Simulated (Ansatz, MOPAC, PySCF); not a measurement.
Molecule: dibromo(difluoro)silane, SiBr$_{2}$F$_{2}$ (charge 0, singlet). SMILES: F[Si](F)(Br)Br
Coordinates optimised at B3LYP-D3(BJ)/def2-TZVP (Ansatz, a quantum-chemistry and plane-wave program):
```xyz
5

F     -0.0035     1.6880    -1.1561
Si    -0.0108     0.6657     0.0470
F     -0.0485     1.5083     1.3815
Br     1.8284    -0.5169    -0.0042
Br    -1.8107    -0.5713    -0.0726
```

Unscaled harmonic wavenumbers (cm⁻¹) in rising order, each level at the stationary point that it reaches from this structure (no distance between atoms moves by over 0.3 Å); the order of modes can differ between levels, and a negative number is imaginary. B3LYP-D3(BJ)/def2-TZVP (PySCF, at the structure above): 114, 180, 231, 249, 264, 406, 541, 889, 970.

PM6 (MOPAC): 112, 202, 211, 234, 247, 337, 442, 717, 759. Zero-point energy 4.7 against 5.5 kcal/mol; where all levels lie over 400 cm⁻¹, the wavenumbers are on average 0.802 times those of B3LYP-D3(BJ)/def2-TZVP.

PM7 (MOPAC): 106, 164, 201, 226, 237, 391, 533, 879, 942. Zero-point energy 5.3 against 5.5 kcal/mol; where all levels lie over 400 cm⁻¹, the wavenumbers are on average 0.982 times those of B3LYP-D3(BJ)/def2-TZVP.

B3LYP/6-31G* with LANL2DZ past Ar (Ansatz): 113, 180, 229, 244, 256, 396, 534, 910, 1010. Zero-point energy 5.5 against 5.5 kcal/mol; where all levels lie over 400 cm⁻¹, the wavenumbers are on average 1.018 times those of B3LYP-D3(BJ)/def2-TZVP.
